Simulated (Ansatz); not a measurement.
Mulliken charges of `[CH3][SnH]([OH])[SH]` from ωB97M-V/def2-TZVPP in Ansatz (PBE0-D4/def2-TZVP geometry).

```csv
atom,x (Å),y (Å),z (Å),charge (e)
C1,-1.432,0.637,-0.181,-0.601
Sn2,0.189,-0.694,0.135,0.864
O3,1.038,0.026,1.758,-0.541
S4,1.810,-0.641,-1.641,-0.370
H5,-1.960,0.375,-1.097,0.150
H6,-2.116,0.579,0.666,0.152
H7,-1.043,1.651,-0.259,0.150
H8,-0.178,-2.348,0.357,-0.096
H9,1.911,-0.339,1.919,0.169
H10,1.864,0.702,-1.655,0.124
```

Q: By hand: the dipole of these point charges (1 e Å = 4.8032 D).

A: Σ q r = (-0.408, -0.112, -0.136) e Å, of length 0.444 e Å = 2.13 D.

Q: How does the dipole of the full density compare? (Best estimate.)

A: Ansatz gave: (-0.240, 0.011, -0.060) e Å, 1.19 D; the point charges give 1.79 times that, at 18° from its direction.

Point charges leave out the atoms' own dipoles, such as those of lone pairs, and Mulliken's split depends on the basis, so the two needn't agree.
